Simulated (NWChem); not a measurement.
Program: NWChem. System: H3Sb, charge 0, spin multiplicity 1, displaced from the optimised geometry. Level: RHF/def2-SVP with def2 effective core potentials on Sb, spin-restricted.

Input file:

```
start mol
memory heap 200 mb stack 900 mb global 1100 mb
geometry units angstroms nocenter noautoz noautosym
  Sb     0.000552     0.054131     0.000000
  H     -0.720255    -0.912955     1.231318
  H     -1.441062    -1.880041    -2.462636
  H      1.412339    -0.934769     0.000000
end
basis spherical
  * library def2-svp
end
ecp
  Sb library def2-ecp
end
scf
  rhf
  nopen 0
  maxiter 100
  thresh 1e-7
  semidirect memsize 60000000 filesize 0
end
task scf energy
```

Part of the output:

```
             Northwest Computational Chemistry Package (NWChem) 7.3.0
             --------------------------------------------------------

                                NWChem Input Module
                                -------------------

 Scaling coordinates for geometry "geometry" by  1.889725989
 (inverse scale =  0.529177249)

                             Geometry "geometry" -> ""
                             -------------------------

 Output coordinates in angstroms (scale by  1.889725989 to convert to a.u.)

  No.       Tag          Charge          X              Y              Z
 ---- ---------------- ---------- -------------- -------------- --------------
    1 Sb                  51.0000     0.00055200     0.05413100     0.00000000
    2 H                    1.0000    -0.72025500    -0.91295500     1.23131800
    3 H                    1.0000    -1.44106200    -1.88004100    -2.46263600
    4 H                    1.0000     1.41233900    -0.93476900     0.00000000

 Effective nuclear repulsion energy (a.u.)      39.6307512550

            Nuclear Dipole moment (a.u.)
            ----------------------------
        X                 Y               Z
 ---------------- ---------------- ----------------
    -1.3621636254    -1.8275237679    -2.3268536248


 Summary of "ao basis" -> "" (spherical)
 ------------------------------------------------------------------------------
       Tag                 Description            Shells   Functions and Types
 ---------------- ------------------------------  ------  ---------------------
 *                          def2-svp                  on all atoms

 Summary of "ao basis" -> "ao basis" (spherical)
 ------------------------------------------------------------------------------
       Tag                 Description            Shells   Functions and Types
 ---------------- ------------------------------  ------  ---------------------
 Sb                         def2-svp                10       26   4s4p2d
 H                          def2-svp                 3        5   2s1p

                                 NWChem SCF Module
                                 -----------------

  ao basis        = "ao basis"
  functions       =    41
  atoms           =     4
  closed shells   =    13
  open shells     =     0
  charge          =   0.00
  wavefunction    = RHF
  use symmetry    = F
  symmetry adapt  = F

 Summary of "ao basis" -> "ao basis" (spherical)
 ------------------------------------------------------------------------------
       Tag                 Description            Shells   Functions and Types
 ---------------- ------------------------------  ------  ---------------------
 Sb                         def2-svp                10       26   4s4p2d
 H                          def2-svp                 3        5   2s1p

 Forming initial guess at       0.2s

      Superposition of Atomic Density Guess
      -------------------------------------

 Sum of atomic energies:        -279.11015138

      Non-variational initial energy
      ------------------------------

 Total energy =    -240.500086
 1-e energy   =    -456.993972
 2-e energy   =     198.353689
 HOMO         =      -0.219253
 LUMO         =      -0.134909

 Starting SCF solution at       1.0s

 ----------------------------------------------
         Quadratically convergent ROHF

 Convergence threshold     :          1.000E-07
 Maximum no. of iterations :          100
 Final Fock-matrix accuracy:          1.000E-09
 ----------------------------------------------

              iter       energy          gnorm     gmax       time
             ----- ------------------- --------- --------- --------
                 1     -240.7812683200  3.97D-01  1.66D-01      1.0
                 2     -240.8023619723  1.31D-01  4.38D-02      1.1
                 3     -240.8060838429  1.09D-02  5.90D-03      1.1
                 4     -240.8061289486  5.67D-05  3.04D-05      1.2
                 5     -240.8061289495  7.27D-09  2.87D-09      1.2

       Final RHF  results
       ------------------

         Total SCF energy =   -240.806128949515
      One-electron energy =   -456.269031629680
      Two-electron energy =    197.322705823886
 Nuclear repulsion energy =     18.140196856279

        Time for solution =      0.2s

             Final eigenvalues
             -----------------

              1
    1   -6.5770
    2   -4.6492
    3   -4.6447
    4   -4.6403
    5   -1.6784
    6   -1.6765
    7   -1.6718
    8   -1.6709
    9   -1.6659
   10   -0.7527
   11   -0.4905
   12   -0.4120
   13   -0.2820
   14   -0.0563
   15    0.0853
   16    0.1339
   17    0.3271
   18    0.3746
   19    0.3875
   20    0.4460
   21    0.4658
   22    0.4780
   23    0.4810

                       ROHF Final Molecular Orbital Analysis
                       -------------------------------------

 Vector   11  Occ=2.000000D+00  E=-4.905473D-01
              MO Center=  2.3D-01, -5.8D-01,  4.1D-01, r^2= 2.4D+00
   Bfn.  Coefficient  Atom+Function         Bfn.  Coefficient  Atom+Function
  ----- ------------  ---------------      ----- ------------  ---------------
    11      0.340476  1 Sb px                27     -0.300894  2 H  s
    37      0.300890  4 H  s                 28     -0.200541  2 H  s
    38      0.200538  4 H  s                 13     -0.196591  1 Sb pz

 Vector   12  Occ=2.000000D+00  E=-4.119685D-01
              MO Center= -6.0D-03,  1.0D-01, -1.2D-02, r^2= 2.7D+00
   Bfn.  Coefficient  Atom+Function         Bfn.  Coefficient  Atom+Function
  ----- ------------  ---------------      ----- ------------  ---------------
    12      0.382147  1 Sb py                 3      0.376664  1 Sb s
     4      0.318984  1 Sb s                 15      0.231632  1 Sb py
    13     -0.206985  1 Sb pz                27     -0.206553  2 H  s
    37     -0.206562  4 H  s                  1     -0.175377  1 Sb s
    28     -0.167662  2 H  s                 38     -0.167670  4 H  s

 Vector   13  Occ=2.000000D+00  E=-2.819834D-01
              MO Center= -9.1D-01, -1.2D+00, -1.6D+00, r^2= 4.1D+00
   Bfn.  Coefficient  Atom+Function         Bfn.  Coefficient  Atom+Function
  ----- ------------  ---------------      ----- ------------  ---------------
    33      0.477809  3 H  s                 32      0.316466  3 H  s
    15     -0.261356  1 Sb py                16     -0.230235  1 Sb pz
    12     -0.176508  1 Sb py                13     -0.175323  1 Sb pz

 Vector   14  Occ=0.000000D+00  E=-5.627020D-02
              MO Center= -4.7D-01, -6.0D-01, -8.1D-01, r^2= 5.4D+00
   Bfn.  Coefficient  Atom+Function         Bfn.  Coefficient  Atom+Function
  ----- ------------  ---------------      ----- ------------  ---------------
    33      0.472698  3 H  s                 16      0.431345  1 Sb pz
    13      0.303582  1 Sb pz                14      0.251412  1 Sb px
    32      0.250967  3 H  s                 15      0.230919  1 Sb py
    12      0.212159  1 Sb py                 3     -0.183266  1 Sb s
    11      0.177452  1 Sb px

 Vector   15  Occ=0.000000D+00  E= 8.527119D-02
              MO Center=  6.2D-03,  5.4D-02,  9.8D-03, r^2= 4.3D+00
   Bfn.  Coefficient  Atom+Function         Bfn.  Coefficient  Atom+Function
  ----- ------------  ---------------      ----- ------------  ---------------
    14      1.014529  1 Sb px                28      0.818772  2 H  s
    38     -0.818850  4 H  s                 16     -0.585748  1 Sb pz
    11      0.235139  1 Sb px                27      0.174721  2 H  s
    37     -0.174735  4 H  s

 Vector   16  Occ=0.000000D+00  E= 1.339226D-01
              MO Center=  1.1D-01, -2.7D-01,  1.9D-01, r^2= 4.7D+00
   Bfn.  Coefficient  Atom+Function         Bfn.  Coefficient  Atom+Function
  ----- ------------  ---------------      ----- ------------  ---------------
    28      1.166060  2 H  s                 38      1.165943  4 H  s
    15      1.038758  1 Sb py                 4     -1.023894  1 Sb s
    16     -0.637736  1 Sb pz                 3     -0.494721  1 Sb s
    14     -0.357516  1 Sb px                 1      0.195154  1 Sb s
    12      0.189935  1 Sb py                 2      0.150791  1 Sb s

 center of mass
 --------------
 x =  -0.01049261 y =   0.04250885 z =  -0.01892288

 moments of inertia (a.u.)
 ------------------
          47.145275597667          -7.433924835025          -9.555766817133
          -7.433924835025          43.745092233951         -12.716795201219
          -9.555766817133         -12.716795201219          36.412975666013

  Mulliken analysis of the total density
  --------------------------------------

    Atom       Charge   Shell Charges
 -----------   ------   -------------------------------------------------------
    1 Sb  23    22.63   2.11 -0.08  1.22  0.59  2.96  3.06  1.46  1.22  9.82  0.27
    2 H    1     1.07   0.67  0.39  0.01
    3 H    1     1.22   0.44  0.79  0.00
    4 H    1     1.07   0.67  0.39  0.01

       Multipole analysis of the density wrt the origin
       ------------------------------------------------

     L   x y z        total         open         nuclear
     -   - - -        -----         ----         -------
     0   0 0 0      0.000000      0.000000     26.000000

     1   1 0 0      0.672157      0.000000     -1.391371
     1   0 1 0      0.900498      0.000000     -4.691721
     1   0 0 1      1.148269      0.000000     -2.326854

     2   2 0 0    -22.879961      0.000000     16.391669
     2   1 1 0     -1.718827      0.000000      7.311013
     2   1 0 1     -2.558284      0.000000      9.505988
     2   0 2 0    -25.207459      0.000000     18.959594
     2   0 1 1     -2.909371      0.000000     12.519147
     2   0 0 2    -25.764729      0.000000     27.071239

 Task  times  cpu:        1.1s     wall:        1.1s

 Total times  cpu:        1.2s     wall:        1.2s
```
